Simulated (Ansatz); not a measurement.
`[Cl][Al]1[CH2][NH]1` + `BBN` → `[BH2][Al]1[CH2][NH]1` + `NBCl` at 298.15 K and 1 bar (redistribution).

Isolated molecules relaxed with PBE0-D4/def2-TZVP in Ansatz; ΔE leaves out vibrations. CCSD(T)/CBS adds triple-zeta CCSD(T) − MP2 to the extrapolated MP2 energy (def2 sets, frozen cores). Each species was taken in one conformer, which may not be the lowest.

| species | CCSD(T)/CBS energy (Eh) | H − E (kJ/mol) | S (J/(mol·K)) |
| --- | --- | --- | --- |
| `[Cl][Al]1[CH2][NH]1` | -796.37854 | 129.3 | 305.7 |
| `BBN` | -107.29684 | 171.1 | 272.5 |
| `[BH2][Al]1[CH2][NH]1` | -362.48517 | 178.0 | 328.2 |
| `NBCl` | -541.16722 | 121.1 | 268.2 |

H − E and S are ideal-gas, rigid-rotor, harmonic terms from PBE0-D4/def2-TZVP, for one conformer and one mirror image of each species. 1 Eh = 2625.50 kJ/mol, R = 8.31446 J/(mol·K).

By hand: ΔE, ΔH, ΔS and ΔG.

ΔE = (-362.48517) + (-541.16722) − (-796.37854) − (-107.29684) = 0.02299 Eh = 60.4 kJ/mol. Δ(H − E) = 178.0 + 121.1 − 129.3 − 171.1 = -1.3, so ΔH = 59.1 kJ/mol. ΔS = 328.2 + 268.2 − 305.7 − 272.5 = 18.2 J/(mol·K). ΔG = 59.1 − 298.15 × (18.2)/1000 = 53.7 kJ/mol.

By hand: the equilibrium constant, and the temperature at which ΔG would vanish if ΔH and ΔS stayed fixed.

log₁₀ K = −ΔG/(RT ln 10) = -9.4. ΔG = 0 at ΔH/ΔS = 3247 K, far beyond where these terms or the molecules hold.

ΔH outweighs TΔS. A doubt of 5 kJ/mol in ΔE shifts log₁₀ K by 0.9 here. Other conformers and mirror images would add mixing entropy, several J/(mol·K) or more a flexible species. Modes under 60 cm⁻¹, often nearly free rotors, make the harmonic entropy too high. These are equilibria of isolated gas molecules and say nothing of rates. Largest T1 diagnostic: 0.016 (customary marks: 0.02 for closed shells, 0.045 for open ones).
